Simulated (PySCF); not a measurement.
V: ionisation energy

V [Ar] 3d3 4s2 (4F) → V⁺ [Ar] 3d4 (5D), as a difference of total energies. Calculation: PySCF 2.14, in cc-pVTZ (7s6p4d2f1g, 68 functions); no relativity, point nucleus. Correlated levels: valence: [Ar] frozen. The calculations carry no spin-orbit coupling.

| method | ionisation energy (eV) | difference from reference (eV) |
| --- | --- | --- |
| UHF | 5.911 | -0.821 |
| TPSS | 6.047 | -0.685 |
| BP86 | 6.343 | -0.389 |
| MP2 (valence) | 6.267 | -0.465 |
| SCS-MP2 (valence) | 6.773 | +0.041 |

Reference: 6.732 eV (measured; NIST levels, between the centres of gravity of the two terms).

These non-relativistic numbers lack the scalar-relativistic shift.

Errors of the correlated levels include the incompleteness of this basis and the frozen core.
